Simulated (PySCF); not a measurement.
[Nd(H2O)9]3+ at several levels of theory

Computed with PySCF 2.14.0 (density fitting, no spin-orbit coupling) at the geometry relaxed with PBE:

```xyz
28
[Nd(H2O)9]3+ (singlet in the valence; each metal's 4f electrons, 3 of them, lie in its core potential, out of spins and levels)
Nd    0.0000    0.0000    0.0000
O     1.7818   -0.0025    1.7993
H     1.8409   -0.5257    2.6263
H     2.5324    0.6265    1.8425
O    -0.8887    1.5443    1.7993
H    -0.4652    1.8571    2.6263
H    -1.8088    1.8799    1.8425
O    -0.8931   -1.5418    1.7993
H    -1.3757   -1.3314    2.6263
H    -0.7236   -2.5064    1.8425
O     1.7818    0.0025   -1.7993
H     2.5324   -0.6265   -1.8425
H     1.8409    0.5257   -2.6263
O    -0.8930    1.5418   -1.7993
H    -0.7236    2.5064   -1.8425
H    -1.3757    1.3314   -2.6263
O    -0.8887   -1.5443   -1.7993
H    -1.8088   -1.8799   -1.8425
H    -0.4652   -1.8571   -2.6263
O     1.2768    2.2114    0.0000
H     1.0736    3.0163    0.5213
H     2.0754    2.4379   -0.5213
O    -2.5535    0.0000    0.0000
H    -3.1490   -0.5784    0.5213
H    -3.1490    0.5784   -0.5213
O     1.2767   -2.2114    0.0000
H     2.0754   -2.4379    0.5213
H     1.0735   -3.0163   -0.5213
```

```
level                                                 basis    state  HOMO (eV)  gap (eV)  charge on Nd1 (e)  population of f-type functions on Nd1 (polarisation alone where 4f lies in the core)  dipole about the centre of mass (D)  largest force component (eV/Å)
  PBE     Nd lcecp-1-SVP with ECP49, O def2-SVP, H def2-SVP  singlet     -18.58      7.09               0.58                                                                                  0.06                                 0.00                            0.01
TPSSh                                              the same  singlet     -19.47      8.54               0.85                                                                                  0.06                                 0.00                            0.27
  PBE  Nd lcecp-1-TZVP with ECP49, O def2-TZVP, H def2-TZVP  singlet     -18.81      7.08               1.69                                                                                  0.08                                 0.00                            0.34
```

In the lcecp rows the 4f levels are missing from HOMO and gap, and the state counts the valence alone.

Charges are Mulliken's, which hang on the basis. The relaxation used the grid (50, 194), these runs (75, 302) or, all-electron (x2c bases, spin-free X2C Hamiltonian), (99, 590).

**Question.** A further run in the first row's basis gives HOMO (eV) -20.18, gap (eV) 9.19, charge on Nd1 (e) 0.82, population of f-type functions on Nd1 (polarisation alone where 4f lies in the core) 0.06, dipole about the centre of mass (D) 0.00, largest force component (eV/Å) 0.48. Which level was it?
A. TPSS
B. B3LYP
C. wB97X

**Answer.** B. The others give HOMO -23.11 eV (wB97X); -18.72 eV (TPSS).

In the first row's basis the gap widens with exact exchange: 7.1 to 7.5 eV for PBE, TPSS (none); 8.5 to 9.2 eV for TPSSh, B3LYP (a fixed share); 14.5 eV for wB97X (rising or full at long range).

An lcecp potential fixes the number of 4f electrons, so in runs with it no electron can move into or out of that shell.
